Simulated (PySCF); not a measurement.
A structure optimised at PBE-D3(BJ)/def2-SVP, used in a PySCF frequency run:

```
C
C 1 1.3451
H 1 1.1002 2 123.09
H 2 1.1002 1 123.09 3 180.00
Cl 1 1.7318 3 115.08 2 180.00
Cl 2 1.7318 4 115.08 1 180.00
```

Question: Write its SMILES, formula and point group.

Answer: Cl/C=C/Cl, C2H2Cl2, C2h

Question: What are its rotational constants (standard atomic weights)?

Answer: 52.131, 1.4954, 1.4537 GHz
